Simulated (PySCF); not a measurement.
SMILES COC(=O)c1ccc(C=O)cc1, GFN2-xTB optimised geometry.

```
20

C     -1.35    -3.70     0.01
O     -0.67    -2.46     0.01
C     -1.45    -1.37     0.00
O     -2.66    -1.41    -0.01
C     -0.67    -0.10     0.00
C      0.73    -0.10     0.00
C      1.41     1.09     0.00
C      0.71     2.30     0.00
C      1.46     3.57     0.00
O      2.66     3.68     0.00
C     -0.68     2.30     0.00
C     -1.37     1.10     0.00
H     -0.58    -4.47     0.02
H     -1.99    -3.79     0.89
H     -1.97    -3.79    -0.88
H      1.26    -1.04     0.00
H      2.49     1.12     0.00
H      0.81     4.47    -0.01
H     -1.22     3.24     0.00
H     -2.44     1.07     0.00
```

Density from CAM-B3LYP/def2-SVP in PySCF at that geometry.

Minimum of the electron density along straight lines between bonded atoms, close to the bond critical point (lines longer than 1.1 times the sum of covalent radii, or with two minima, are not listed):

| bond | length / Å | ρ at the minimum / e bohr⁻³ | ∇²ρ there / e bohr⁻⁵ | position (fraction from the first atom) |
|---|---|---|---|---|
| C1–O2 | 1.420 | 0.245 | -0.28 | 0.34 |
| O2–C3 | 1.339 | 0.306 | -0.40 | 0.67 |
| C3–O4 | 1.206 | 0.419 | 0.27 | 0.33 |
| C3–C5 | 1.487 | 0.271 | -0.69 | 0.52 |
| C5–C6 | 1.394 | 0.310 | -0.79 | 0.50 |
| C6–C7 | 1.379 | 0.318 | -0.83 | 0.50 |
| C7–C8 | 1.397 | 0.309 | -0.79 | 0.50 |
| C8–C9 | 1.471 | 0.278 | -0.71 | 0.50 |
| C9–O10 | 1.203 | 0.414 | 0.48 | 0.33 |
| C8–C11 | 1.395 | 0.309 | -0.79 | 0.50 |
| C5–C12 | 1.394 | 0.310 | -0.79 | 0.50 |
| C11–C12 | 1.379 | 0.318 | -0.84 | 0.50 |
| C1–H13 | 1.087 | 0.286 | -1.13 | 0.65 |
| C1–H14 | 1.092 | 0.283 | -1.11 | 0.65 |
| C1–H15 | 1.092 | 0.283 | -1.11 | 0.65 |
| C6–H16 | 1.078 | 0.287 | -1.14 | 0.65 |
| C7–H17 | 1.080 | 0.287 | -1.14 | 0.65 |
| C9–H18 | 1.108 | 0.277 | -1.05 | 0.64 |
| C11–H19 | 1.080 | 0.284 | -1.10 | 0.64 |
| C12–H20 | 1.080 | 0.287 | -1.14 | 0.65 |
